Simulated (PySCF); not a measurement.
CH6O2Si2. Atoms are numbered in the order given.

```xyz
11

O     -0.2588    -3.2054     0.0000
C     -0.6348    -2.0546     0.0000
Si     0.6588    -0.6268     0.0000
O     -0.1569     0.8144     0.0000
Si    -0.1946     2.4757     0.0000
H     -1.7371    -1.8122     0.0000
H      1.5041    -0.7661     1.2186
H      1.5041    -0.7661    -1.2186
H     -1.6165     2.9108     0.0000
H      0.4908     3.0025     1.2150
H      0.4908     3.0025    -1.2150
```

Geometry: B3LYP-D3(BJ)/def2-SVP. One conformer was computed; it need not be the lowest.

Calculation: r2SCAN/def2-TZVP in PySCF.

ESP charges are fitted to the potential on shells at 1.4 to 2.0 van der Waals radii. Atomic charges (e):

```
atom  meta-Löwdin  ESP fit
----  -----------  -------
O1          -0.35    -0.39
C2           0.06     0.34
Si3          0.84     0.34
O4          -0.84    -0.33
Si5          0.76     0.38
H6           0.07     0.00
H7          -0.10    -0.06
H8          -0.10    -0.06
H9          -0.11    -0.08
H10         -0.11    -0.07
H11         -0.11    -0.07
```

**Question.** Give the Mayer and Wiberg (Löwdin basis) orders of the bonds. (An estimate is asked for; the answer gives what the named calculation found.)

**Answer.** 
```
bond     Mayer  Wiberg
-------  -----  ------
O1–C2     1.98    2.81
C2–Si3    0.92    1.09
Si3–O4    1.14    1.58
O4–Si5    1.13    1.58
C2–H6     0.89    0.90
Si3–H7    0.93    0.92
Si3–H8    0.93    0.92
Si5–H9    0.94    0.97
Si5–H10   0.94    0.97
Si5–H11   0.94    0.97
```
